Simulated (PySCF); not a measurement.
A small calculation by hand: oscillator strength and radiative lifetime

SnHFCl₂, SMILES [F][SnH]([Cl])[Cl].

The structure is a stationary point at PBE0-D3(BJ)/def2-SVP. The def2 effective core potentials stand for the cores of Sn; spin–orbit coupling is left out.

TDDFT-PBE0/def2-SVPD in PySCF 2.14.0 puts the first singlet state with f over 0.02 at 5.86 eV (vertical), with the transition dipole (0.508, -0.123, 0.000) in atomic units.

Q: Find the oscillator strength, the wavelength and the radiative lifetime that this transition would have in vacuum if emission retraced absorption.

A: 
|μ|² = 0.2732 au, so |μ| = 1.33 D. ΔE = 5.86/27.211 = 0.2154 hartree. f = (2/3) ΔE |μ|² = 0.039 (the program prints 0.039).
λ = 1239.84/5.86 = 212 nm; ν = 47264 cm⁻¹.
Einstein's coefficient A = 0.6670 ν² f s⁻¹ (ν in cm⁻¹) = 5.8e7 s⁻¹, so τ = 1/A = 17 ns. This state is S3; the lower singlets have f = 0.017, 0.007. The figure is the radiative limit of this one transition; relaxation, internal conversion, crossing to triplets and a medium change what is measured.
